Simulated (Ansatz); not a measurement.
Ideal-gas functions of `[F][In-]([F])([F])[SH2+]` at 298.15 K and 1 bar, from an Ansatz frequency run at PBE0-D4/def2-TZVP.

Molar mass 205.9 g/mol, point group Cs (symmetry number 1), electronic degeneracy 1, moments of inertia 208.106, 326.874, 331.488 u Å². Harmonic wavenumbers (cm⁻¹, unscaled): 56, 62, 98, 125, 130, 150, 200, 463, 504, 573, 599, 614, 1199, 2690, 2702.

Use S(trans) = R[1.5 ln M + 2.5 ln T − 1.1517]; rotational temperatures θ = 24.2544 K / I; S(rot) = R[ln(√π/σ · √(T³/θAθBθC)) + 1.5]; for each mode x = 1.438777 ν̃/T, S = R[x/(eˣ − 1) − ln(1 − e⁻ˣ)] and H = RT x/(eˣ − 1); 1 cm⁻¹ = 0.0119627 kJ/mol; R = 8.31446 J/(mol·K).

Q: By hand: the entropy, in J/(mol·K).

A: Translation 175.3. Rotation: θ = 0.1165, 0.0742, 0.0732 K, giving 118.9. Vibration, mode by mode: 19.22, 18.38, 14.62, 12.64, 12.33, 11.18, 8.92, 3.17, 2.71, 2.09, 1.89, 1.78, 0.17, 0.00, 0.00, in all 109.1. Electronic 0.0. Sum 403.3 J/(mol·K).

Q: By hand: H − E and G − E in kJ/mol, counted from the electronic energy.

A: Zero-point energy ½ × 10165 × 0.0119627 = 60.8; thermal vibration 15.5; translation, rotation and pV give 4 RT = 9.9. H − E = 86.2 kJ/mol, and G − E = 86.2 − 298.15 × 403.3/1000 = -34.0 kJ/mol.

Vibration gives 27 % of the entropy, 77.2 J/(mol·K) of it from the modes under 150 cm⁻¹: soft modes count most, and the harmonic formula is weakest for them. The sum counts one conformer and one mirror image; others add a mixing term.
